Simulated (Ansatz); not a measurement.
Nb₂S₆. Charge 0, multiplicity 1. Geometry PBE-D4/def2-SVP.

Cartesian coordinates in Å:
```
Nb -0.0269 0.0170 0.1807
Nb -0.9041 0.4073 -2.1693
S 1.8960 -1.0206 1.3844
S 1.0012 1.7918 -1.3371
S -0.9242 2.2461 -0.5007
S 0.0217 -1.8138 1.8927
S 0.1010 -1.5498 -1.7730
S -1.1646 -0.0780 2.3223
```

In the def2 sets Nb takes a core potential; there is no spin–orbit coupling. No other spin state of charge 0 was run. Another isomer (singlet) lies 2.12 eV lower at PBE0-D4/def2-TZVP; other spin states weren't run for this one.

(1) Estimate the orbital energies around the gap (eV) in Ansatz with PBE-D4/def2-TZVP, r2SCAN-D4/def2-TZVP, PBE0-D4/def2-TZVP.

Answers

(1) 
```
orbital  PBE-D4/def2-TZVP  r2SCAN-D4/def2-TZVP  PBE0-D4/def2-TZVP
 HOMO−9             -7.88                -8.15              -9.04
 HOMO−8             -7.68                -7.98              -8.90
 HOMO−7             -7.25                -7.52              -8.39
 HOMO−6             -7.08                -7.32              -8.15
 HOMO−5             -6.83                -7.09              -7.92
 HOMO−4             -6.72                -6.98              -7.82
 HOMO−3             -6.15                -6.40              -7.26
 HOMO−2             -5.80                -6.00              -6.81
 HOMO−1             -5.33                -5.55              -6.36
   HOMO             -4.47                -4.62              -5.35
   LUMO             -3.79                -3.65              -2.94
 LUMO+1             -3.30                -3.17              -2.44
 LUMO+2             -3.12                -3.04              -2.34
 LUMO+3             -2.98                -2.84              -2.30
 LUMO+4             -2.77                -2.67              -1.99
 LUMO+5             -2.72                -2.60              -1.96
```
